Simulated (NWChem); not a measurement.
System: CrH$_{2}$S$_{3}$O; SMILES [OH][Cr](=[S])(=[S])[SH]

NWChem input:

```
start job
memory heap 200 mb stack 900 mb global 1100 mb
geometry units angstroms
  Cr    -0.019044     0.326400    -0.063466
  S      0.920491    -0.558460    -1.668509
  S      1.191261     0.072452     1.581140
  O     -0.526501     1.904728    -0.351930
  H     -0.729352     2.828125    -0.503155
  S     -1.726860    -1.041336     0.407429
  H     -2.175210    -1.311932    -0.818403
end
basis spherical
  * library def2-svp
end
dft
  xc xpbe96 cpbe96
  disp vdw 4
  iterations 150
end
driver
  maxiter 120
end
task dft optimize
```

Output (shortened):

```
             Northwest Computational Chemistry Package (NWChem) 7.3.0
             --------------------------------------------------------

 C1  symmetry detected

                             Geometry "geometry" -> ""
                             -------------------------

 Output coordinates in angstroms (scale by  1.889725989 to convert to a.u.)

  No.       Tag          Charge          X              Y              Z
 ---- ---------------- ---------- -------------- -------------- --------------
    1 Cr                  24.0000     0.01396723     0.12054876     0.30636228
    2 S                   16.0000    -1.53922550     1.08127253    -0.64572410
    3 S                   16.0000     1.76270597     0.72620786    -0.59316346
    4 O                    8.0000    -0.02208265     0.25610780     1.98331413
    5 H                    1.0000    -0.00888118     0.41655486     2.92711602
    6 S                   16.0000    -0.14168166    -2.00508930    -0.37665720
    7 H                    1.0000    -1.45845228    -2.19684515    -0.29760763

 Effective nuclear repulsion energy (a.u.)     565.7008536916

                                Z-matrix (autoz)
                                --------

 Units are Angstrom for bonds and degrees for angles

      Type          Name      I     J     K     L     M      Value
      ----------- --------  ----- ----- ----- ----- ----- ----------
    1 Stretch                  1     2                       2.05958
    2 Stretch                  1     3                       2.05768
    3 Stretch                  1     4                       1.68281
    4 Stretch                  1     6                       2.23810
    5 Stretch                  4     5                       0.95743
    6 Stretch                  6     7                       1.33301
    7 Bend                     1     6     7               100.79086
    8 Bend                     2     1     3               107.54894
    9 Bend                     2     1     4               114.01225
   10 Bend                     2     1     6               104.44825
   11 Bend                     3     1     4               115.47574
   12 Bend                     3     1     6               101.84377
   13 Bend                     4     1     6               112.28007
   14 Bend                     5     1     2               113.60634
   15 Bend                     5     1     3               114.12352
   16 Bend                     5     1     6               114.15625
   17 Torsion                  1     2     4     5         171.38540
   18 Torsion                  2     1     6     7         -42.87231
   19 Torsion                  1     3     4     5        -173.82324
   20 Torsion                  3     1     6     7        -154.72200
   21 Torsion                  4     1     6     7          81.16229
   22 Torsion                  1     6     4     5        -177.17664

  pbe96 is a nonlocal functional; adding pw91lda local functional.

                           NWChem Geometry Optimization
                           ----------------------------

 maximum gradient threshold         (gmax) =   0.000450
 rms gradient threshold             (grms) =   0.000300
 maximum cartesian step threshold   (xmax) =   0.001800
 rms cartesian step threshold       (xrms) =   0.001200
 fixed trust radius                (trust) =   0.300000
 source of zmatrix                         =   autoz

          -------------------
          Energy Minimization
          -------------------

 Using diagonal initial Hessian
 Scaling for Hessian diagonals: bonds = 1.00  angles = 0.25  torsions = 0.10

          --------
          Step   0

                                 NWChem DFT Module
                                 -----------------

 Summary of "ao basis" -> "ao basis" (spherical)
 ------------------------------------------------------------------------------
       Tag                 Description            Shells   Functions and Types
 ---------------- ------------------------------  ------  ---------------------
 Cr                         def2-svp                11       31   5s3p2d1f
 S                          def2-svp                 8       18   4s3p1d
 O                          def2-svp                 6       14   3s2p1d
 H                          def2-svp                 3        5   2s1p

[...]

      ----------------------
      Optimization converged
      ----------------------

  Step       Energy      Delta E   Gmax     Grms     Xrms     Xmax
  ---- ---------------- -------- -------- -------- -------- --------
@   27   -2314.23143844 -1.0D-07  0.00004  0.00001  0.00024  0.00053
                                     ok       ok       ok       ok

                                Z-matrix (autoz)
                                --------

 Units are Angstrom for bonds and degrees for angles

      Type          Name      I     J     K     L     M      Value     Gradient
      ----------- --------  ----- ----- ----- ----- ----- ---------- ----------
    1 Stretch                  1     2                       1.99592   -0.00002
    2 Stretch                  1     3                       1.99134    0.00002
    3 Stretch                  1     4                       1.74249   -0.00003
    4 Stretch                  1     6                       2.19923   -0.00000
    5 Stretch                  4     5                       0.97949   -0.00004
    6 Stretch                  6     7                       1.36715    0.00000
    7 Bend                     1     6     7                95.20585   -0.00000
    8 Bend                     2     1     3               111.81757   -0.00000
    9 Bend                     2     1     4               111.36978   -0.00000
   10 Bend                     2     1     6               108.45696   -0.00000
   11 Bend                     3     1     4               110.65777    0.00001
   12 Bend                     3     1     6               102.64705    0.00000
   13 Bend                     4     1     6               111.56945   -0.00000
   14 Bend                     5     1     2                90.16151    0.00000
   15 Bend                     5     1     3               128.81161    0.00000
   16 Bend                     5     1     6               113.55496   -0.00001
   17 Torsion                  1     2     4     5        -159.96187    0.00000
   18 Torsion                  2     1     6     7         -44.19697    0.00000
   19 Torsion                  1     3     4     5         -54.37023   -0.00000
   20 Torsion                  3     1     6     7        -162.65018    0.00000
   21 Torsion                  4     1     6     7          78.82845   -0.00000
   22 Torsion                  1     6     4     5          98.54384    0.00000

                         Geometry "geometry" -> "geometry"
                         ---------------------------------

 Output coordinates in angstroms (scale by  1.889725989 to convert to a.u.)

  No.       Tag          Charge          X              Y              Z
 ---- ---------------- ---------- -------------- -------------- --------------
    1 Cr                  24.0000     0.11397033     0.08638675     0.28279431
    2 S                   16.0000    -1.44610409     1.16725329    -0.33494940
    3 S                   16.0000     1.80473585     0.65383885    -0.60305393
    4 O                    8.0000     0.27921621     0.14327809     2.01649786
    5 H                    1.0000    -0.54410978     0.38520636     2.48872316
    6 S                   16.0000    -0.13865781    -1.97593332    -0.43804841
    7 H                    1.0000    -1.46270077    -2.06127267    -0.10832354

 Effective nuclear repulsion energy (a.u.)     575.2212006926

                Final and change from initial internal coordinates
                --------------------------------------------------

                                Z-matrix (autoz)
                                --------

 Units are Angstrom for bonds and degrees for angles

      Type          Name      I     J     K     L     M      Value       Change
      ----------- --------  ----- ----- ----- ----- ----- ---------- ----------
    1 Stretch                  1     2                       1.99592   -0.06366
    2 Stretch                  1     3                       1.99134   -0.06635
    3 Stretch                  1     4                       1.74249    0.05968
    4 Stretch                  1     6                       2.19923   -0.03887
    5 Stretch                  4     5                       0.97949    0.02205
    6 Stretch                  6     7                       1.36715    0.03414
    7 Bend                     1     6     7                95.20585   -5.58500
    8 Bend                     2     1     3               111.81757    4.26863
    9 Bend                     2     1     4               111.36978   -2.64247
   10 Bend                     2     1     6               108.45696    4.00871
   11 Bend                     3     1     4               110.65777   -4.81797
   12 Bend                     3     1     6               102.64705    0.80328
   13 Bend                     4     1     6               111.56945   -0.71062
   14 Bend                     5     1     2                90.16151  -23.44482
   15 Bend                     5     1     3               128.81161   14.68809
   16 Bend                     5     1     6               113.55496   -0.60129
   17 Torsion                  1     2     4     5        -159.96187   28.65273
   18 Torsion                  2     1     6     7         -44.19697   -1.32466
   19 Torsion                  1     3     4     5         -54.37023  119.45301
   20 Torsion                  3     1     6     7        -162.65018   -7.92818
   21 Torsion                  4     1     6     7          78.82845   -2.33384
   22 Torsion                  1     6     4     5          98.54384  -84.27952

[...]
```

Level: PBE-D3(BJ)/def2-SVP. Not confirmed as a minimum by frequencies.
